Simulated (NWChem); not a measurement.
Species: GeH3O3 cation

```xyz
7

O     -1.6799     0.2200     0.0000
Ge    -0.0026     0.0096     0.0000
O      0.6055    -1.5799     0.0000
O      0.8442     1.4783     0.0000
H     -2.2377    -0.5765     0.0000
H      1.5618    -1.7502     0.0000
H      1.8149     1.4859     0.0000
```
Atoms are numbered in this order, from 1.

Geometry: optimised at PBE0/def2-SVP.

**Question.** Give the principal values of the shielding tensors (ppm) of O1, Ge2, O3, O4 from Hartree-Fock/6-31G* (spherical d), GIAO (NWChem), with their diamagnetic and paramagnetic parts as GIAO splits them.

**Answer.** 
```
atom     σ11     σ22     σ33  isotropic  diamagnetic  paramagnetic
----  ------  ------  ------  ---------  -----------  ------------
O1     228.2   305.6   332.7      288.8        386.3         -97.4
Ge2   1482.2  1732.0  1751.5     1655.2       2754.7       -1099.5
O3     193.1   293.4   331.3      272.6        387.4        -114.8
O4     207.1   299.5   331.8      279.5        386.7        -107.2
```
